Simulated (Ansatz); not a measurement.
CH8AlBOSi. Charge 0, multiplicity 1. The bonds changed during the relaxation, so this is another structure than the one it started from. The geometry is a stationary point of PBE0-D4/def2-TZVP. It is one conformer, not always the lowest.

```xyz
13

B     1.273   -1.974    0.228
Al    0.080   -0.221    0.191
Si    0.799    2.024    0.876
C    -1.781   -0.454   -0.369
O    -0.909   -0.054   -1.531
H     1.548   -2.607   -0.757
H     1.728   -2.431    1.241
H     2.124    2.412    0.306
H     0.940    2.121    2.360
H    -0.172    3.083    0.467
H    -2.210   -1.438   -0.551
H    -2.559    0.299   -0.278
H    -0.861   -0.760   -2.182
```

(1) What is the dipole moment at PBE/def2-TZVPP? (An estimate is asked.)

(2) And with r2SCAN, B3LYP, ωB97M-V? (Estimate.)

(3) Give the Mulliken charges with PBE, r2SCAN, ωB97M-V in def2-TZVPP. (Estimate.)

## Answers

(1) The calculation gave: 3.14 D, with components (-1.77, -1.78, -1.89) D in this frame, pointing from negative to positive charge.

(2) The calculation gave: r2SCAN 3.17 D, B3LYP 3.13 D, ωB97M-V 3.16 D.

(3) Ansatz gave: 
```
atom    PBE  r2SCAN  ωB97M-V
  B1  -0.14   -0.10    -0.19
 Al2   0.32    0.43     0.31
 Si3  -0.05    0.01    -0.07
  C4  -0.28   -0.27    -0.35
  O5  -0.17   -0.22    -0.20
  H6   0.02    0.00     0.08
  H7   0.03    0.01     0.08
  H8  -0.05   -0.08    -0.04
  H9  -0.05   -0.08    -0.04
 H10  -0.05   -0.08    -0.04
 H11   0.11    0.09     0.13
 H12   0.11    0.08     0.13
 H13   0.21    0.22     0.20
```

B3LYP here is the variant with VWN-RPA as its local correlation; programs differ in this.
